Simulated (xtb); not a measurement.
WO2Cl2, SMILES [O]=[W]([Cl])([Cl])=[O], multiplicity 1. All values are semi-empirical tight-binding results from xtb (GFN2-xTB unless named), good for trends rather than for accurate numbers. Coordinates come from a GFN2-xTB optimisation. The spin state was assumed, not searched. The isomer is the one that the SMILES or the coordinates give; other isomers of the formula were not compared.

For metal compounds this method's bond lengths and energies can be far off.

```json
{
  "point_group_as_xtb_finds_it": "C2v",
  "orbital_gap": "3.43 eV",
  "zero_point_energy": "4.7 kcal/mol",
  "G − E(el) at 298.15 K (modified RRHO)": "-15.7 kcal/mol"
}
```
